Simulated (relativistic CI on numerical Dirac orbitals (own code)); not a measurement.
# d7 in a ligand field

Computed with a parametric ligand-field model of a d^n configuration (Racah B and C, spin-orbit zeta, crystal field), exact diagonalisation.

Field parameters in Wybourne normalisation: Oh B⁴₀ = 21Dq, B⁴₄ = √(5/14) B⁴₀; Td as Oh with Dq negative (B⁴₀ = 21Dq, B⁴₄ = √(5/14) B⁴₀). The field is a parameter set, without covalency.

Task: Ground term and bands for B = 800, C = 3370, ζ = 0 cm⁻¹, Td, 10Dq = -9700 cm⁻¹?

Result: Ground term 4A2 with 4.00 electrons in the two orbitals of the cubic e set. Spin-allowed: 4T2 9700 cm⁻¹ (1031 nm), 4T1 15590 cm⁻¹ (641 nm), 4T1 25510 cm⁻¹ (392 nm). Lowest spin-forbidden: 2E 15564 cm⁻¹ (642 nm), 2T1 16318 cm⁻¹ (613 nm), 2T2 21676 cm⁻¹ (461 nm). With an A2 ground term the first spin-allowed band lies at |10Dq| itself.

Task: A d7 ion in Oh symmetry has the ground term 4T1 and bands at 4T2 3999 cm⁻¹ (2500 nm), 4A2 8699 cm⁻¹ (1149 nm), 2E 10976 cm⁻¹ (911 nm), 2T1 14349 cm⁻¹ (697 nm), 2T2 14434 cm⁻¹ (693 nm), 4T1 14999 cm⁻¹ (667 nm). Which parameters reproduce them?

Result: B = 780, C = 3390, ζ = 0 cm⁻¹, Oh, 10Dq = 4700 cm⁻¹.

Task: Ground term and bands for B = 370, C = 1810, ζ = 0 cm⁻¹, Oh, 10Dq = 21250 cm⁻¹?

Result: Ground term 2E with 1.01 electrons in the two orbitals of the cubic e set. Spin-allowed: 2T1 19806 cm⁻¹ (505 nm), 2T2 20278 cm⁻¹ (493 nm), 2T1 22493 cm⁻¹ (445 nm), 2T2 29249 cm⁻¹ (342 nm). Lowest spin-forbidden: 4T1 12726 cm⁻¹ (786 nm), 4T2 33065 cm⁻¹ (302 nm), 4T1 37704 cm⁻¹ (265 nm).

Task: A d7 ion in Oh symmetry has the ground term 2E and bands at 4T1 4635 cm⁻¹ (2157 nm), 2T1 16808 cm⁻¹ (595 nm), 2T2 17394 cm⁻¹ (575 nm), 2T1 21509 cm⁻¹ (465 nm), 4T2 21944 cm⁻¹ (456 nm), 2T2 31041 cm⁻¹ (322 nm), 4T1 31303 cm⁻¹ (319 nm). Which parameters reproduce them?

Result: B = 720, C = 2900, ζ = 0 cm⁻¹, Oh, 10Dq = 18750 cm⁻¹.

Task: Ground term and bands for B = 990, C = 3550, ζ = 0 cm⁻¹, Td, 10Dq = -4250 cm⁻¹?

Result: Ground term 4A2 with 4.00 electrons in the two orbitals of the cubic e set. Spin-allowed: 4T2 4250 cm⁻¹ (2353 nm), 4T1 7419 cm⁻¹ (1348 nm), 4T1 20181 cm⁻¹ (496 nm). Lowest spin-forbidden: 2E 16587 cm⁻¹ (603 nm), 2T1 17249 cm⁻¹ (580 nm), 2A1 18860 cm⁻¹ (530 nm). With an A2 ground term the first spin-allowed band lies at |10Dq| itself.
